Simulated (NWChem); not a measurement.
C3H7BO; SMILES C=CCBO

```xyz
12

B     -0.3655     1.2487    -0.3486
C     -0.5485    -0.0356     0.5655
C     -0.3638    -1.3001    -0.2366
C      0.6218    -2.1851    -0.0729
H     -1.5777    -0.0088     0.9627
H      0.1270    -0.0350     1.4341
H     -1.0931    -1.4649    -1.0305
H      1.3773    -2.0666     0.7017
H      0.7079    -3.0656    -0.7037
H     -1.0042     1.3965    -1.3519
O      0.5033     2.2539    -0.0689
H      1.0061     2.0947     0.7456
```
Atoms are numbered in this order, from 1.

Results from NWChem. Geometry: optimised at B3LYP/6-31G* (spherical d).

What does the run give for BLYP/def2-TZVP? Quantities: highest occupied level (eV); orbital gap (eV); dipole (D).


```json
{
  "highest occupied level (eV)": "-5.94",
  "orbital gap (eV)": "4.87",
  "dipole (D)": "1.59"
}
```
